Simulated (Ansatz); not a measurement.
H3OSb (SMILES [OH][SbH2]) moved off its minimum; all values from Ansatz (an electronic-structure program), cores frozen in correlated methods. Elements past Kr take the def2 small-core potentials, without spin–orbit coupling.
(charge 0, multiplicity 1)
```xyz
5

Sb    -0.18477    -0.11421     0.19326
H     -1.50803    -0.07988    -0.77166
H      0.26048    -1.54241    -0.82188
O      0.97208     1.26128    -0.86373
H      1.37886     1.74052    -0.21361
```

Forces at HF/def2-TZVPP (eV/Å):

```tsv
atom	Fx	Fy	Fz
Sb1	2.264	-0.064	-1.709
H2	-0.961	0.500	-0.503
H3	0.022	1.010	0.980
O4	-2.633	-2.982	-0.314
H5	1.307	1.535	1.546
```

### Question
Give the forces (eV/Å), the total energy and the dipole at CCSD(T)/def2-TZVPPD.

### Answer

| atom | Fx | Fy | Fz |
|---|---|---|---|
| Sb1 | 1.998 | -0.230 | -0.676 |
| H2 | -1.106 | 0.412 | -0.737 |
| H3 | 0.018 | 0.782 | 0.705 |
| O4 | -2.661 | -3.025 | -1.850 |
| H5 | 1.752 | 2.060 | 2.558 |
Energy -316.2993 hartree, dipole 2.19 D.
